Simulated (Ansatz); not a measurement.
Ansatz (a program for electronic structure) input:

Ansatz 0.2 input:
```yaml
crystal:
  periodic: [false, false, false]
  atoms:
    - {symbol: Ge, position_ang: [-0.01666714, -0.01482603, -0.00106166]}
    - {symbol: O, position_ang: [-1.31849404, -1.17284874, -0.08398536]}
    - {symbol: F, position_ang: [-0.21855309, 1.53016977, -0.58608032]}
    - {symbol: F, position_ang: [1.44980874, -0.43492277, 0.66450878]}
basis:
  gaussian:
    orbitals: def2-TZVP
hamiltonian:
  xc: b3lyp
  dispersion: d3bj
total_charge: 1
magnetization: {spin_polarized: true, initial_magnetization: 1}
phonons: {temperatures: {t_min: 298.15, t_max: 298.15, t_step: 100}}
```

What final total energy does it print?

-2351.70036 Eh (B3LYP-D3(BJ)/def2-TZVP). The basis has 141 functions.
